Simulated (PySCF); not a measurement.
Spinor energies of Cr⁴⁺ (chromium, charge +4)

Start: [Ar] 3d2; 3d3/2 filled at m_j = +1/2, +3/2. Calculated with PySCF 2.14 in x2c-QZVPPall-2c: generalised Hartree-Fock with the X2C-1e Hamiltonian and a Gaussian nucleus; one run each with spin-orbit coupling (SO) switched off, then screened by Boettger's factors.

```
spinor shell  electrons  ε, spin-free (eV)  ε, screened SO (eV)  weight of nominal j (screened SO)  rms radius, screened SO (bohr)
       1s1/2          2            -6106.2              -6106.1                              1.000                          0.0734
       2s1/2          2            -788.84              -788.81                              1.000                           0.316
       2p1/2          2            -669.94              -676.39                              0.989                           0.285
       2p3/2          4            -669.94              -666.73                              0.994                           0.288
       3s1/2          2            -152.15              -152.14                              1.000                           0.937
       3p1/2          2            -115.87              -117.91                              0.655                           0.992
       3d3/2          2            -70.133              -70.163                              0.738                            1.11
```

Problem. Where does 3p3/2 lie, and what is the 3p spin-orbit splitting (screened SO)?

Solution. At -114.84 eV, 3.075 eV above 3p1/2.

| quantity | spin-free | screened SO |
| --- | --- | --- |
| E (hartree) | -1046.02931 | -1046.04393 |
| M_J | 2 | 2 |
| ⟨J²⟩ | 8.005 | 7.724 |
| ⟨L²⟩ | 12.005 | 11.993 |
| ⟨S²⟩ | 2.001 | 1.997 |

The determinant has a definite M_J but mixes levels of different J.

Each row is a mean over spinors that exchange with the open shell spreads, by up to 10.061 eV (3p1/2).

Rows whose weight is well below 1 are mixtures of j = l ± 1/2: exchange outweighs spin-orbit coupling there, and the label is only the starting occupation.

Without spin-orbit coupling the j labels of p, d and f shells carry no meaning; the spin-free column gives the mean over the occupied spinors of each nl shell, and its ⟨J²⟩ belongs to a mixture of degenerate components.
